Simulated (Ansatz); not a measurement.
All numbers were calculated with Ansatz.

C5H16BNSi (`BN(C(C)C)[SiH](C)C`) at its PBE0-D4/def2-TZVP geometry, where that method's forces vanish. Total charge 0; spin multiplicity 1.

```
atom   x (Å)   y (Å)   z (Å)
  B1   1.394   1.269   1.143
  N2   0.450   0.517   0.444
  C3   0.823  -0.699  -0.307
  C4   1.782  -0.376  -1.440
  C5   1.370  -1.772   0.619
 Si6  -1.252   0.955   0.398
  C7  -1.778   1.287  -1.364
  C8  -2.285  -0.420   1.129
  H9   1.038   2.247   1.735
 H10   2.549   0.944   1.154
 H11  -0.095  -1.096  -0.760
 H12   2.722   0.015  -1.044
 H13   1.355   0.375  -2.107
 H14   2.003  -1.272  -2.024
 H15   1.585  -2.687   0.061
 H16   0.652  -2.009   1.406
 H17   2.295  -1.434   1.091
 H18  -1.403   2.188   1.212
 H19  -2.835   1.564  -1.400
 H20  -1.646   0.409  -2.002
 H21  -1.200   2.108  -1.794
 H22  -2.175  -1.354   0.572
 H23  -2.003  -0.609   2.167
 H24  -3.345  -0.149   1.112
```

**Question.** For each bond, give half the difference of the two atoms' forces along it (eV/Å; positive pushes the atoms apart) under PBE-D4, r2SCAN-D4, B3LYP-D4, ωB97M-V in def2-TZVPP. (An estimate is asked.)

**Answer.** The calculation gave: 
```tsv
bond	length (Å)	PBE-D4	r2SCAN-D4	B3LYP-D4	ωB97M-V
B1–N2	1.395	0.08	0.07	0.04	0.09
B1–H10	1.200	0.00	-0.08	-0.13	-0.12
N2–C3	1.477	0.11	0.21	0.20	0.13
N2–Si6	1.758	0.13	-0.03	0.00	0.02
C3–H11	1.098	0.09	-0.07	-0.17	-0.13
C4–H12	1.092	0.11	-0.04	-0.07	-0.07
C5–H15	1.093	0.10	-0.03	-0.07	-0.07
C5–H16	1.092	0.09	-0.03	-0.07	-0.06
C5–H17	1.092	0.11	-0.04	-0.07	-0.07
Si6–C8	1.869	-0.04	-0.01	0.08	0.02
Si6–H18	1.484	0.03	-0.04	-0.15	-0.16
C7–H20	1.093	0.11	-0.01	-0.05	-0.04
C7–H21	1.092	0.10	-0.01	-0.04	-0.04
C8–H23	1.092	0.10	-0.01	-0.04	-0.04
```

B3LYP here is the variant with VWN-RPA as its local correlation; programs differ in this.
